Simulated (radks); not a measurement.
Initial-state core-level shifts of the manganese ion Mn+ when its valence configuration changes from [Ar] 3d5 4s1. Calculated with a radial shooting solver on a logarithmic mesh with Libxc functionals: scalar-relativistic Kohn-Sham, r2SCAN, spin-unpolarised, spherical densities, finite nucleus; meta-GGA in the generalised Kohn-Sham scheme; Fermi nuclear charge, rms radius 3.7057 fm. Shifts are changes of the shell-averaged eigenvalues in eV (positive: less bound); the change of the density at the nucleus, which sets a Mossbauer isomer shift, is in e/bohr^3, on a base of 1.325e+04.

valence               1s       2p       3s       3p  density at nucleus
3d5.5 4s0.5       +2.840   +3.170   +2.824   +2.722              -4.107
3d6               +5.343   +5.957   +5.369   +5.180              -7.664
3d5 4p1           -1.455   -1.371   -1.443   -1.443              -6.353
3d4 4s2           -6.700   -7.525   -6.411   -6.166             +10.513
3d4 4s1 4p1       -8.146   -8.910   -7.827   -7.576              +3.159
3d4.5 4s1.5       -3.183   -3.567   -3.088   -2.972              +4.829
3d5 4s0.5 4p0.5   -0.738   -0.697   -0.732   -0.731              -3.157
3d2 4s1 4p3      -27.639  -30.631  -25.165  -24.305             +12.768
3d3 4s1 4p2      -17.410  -19.183  -16.293  -15.745              +7.489
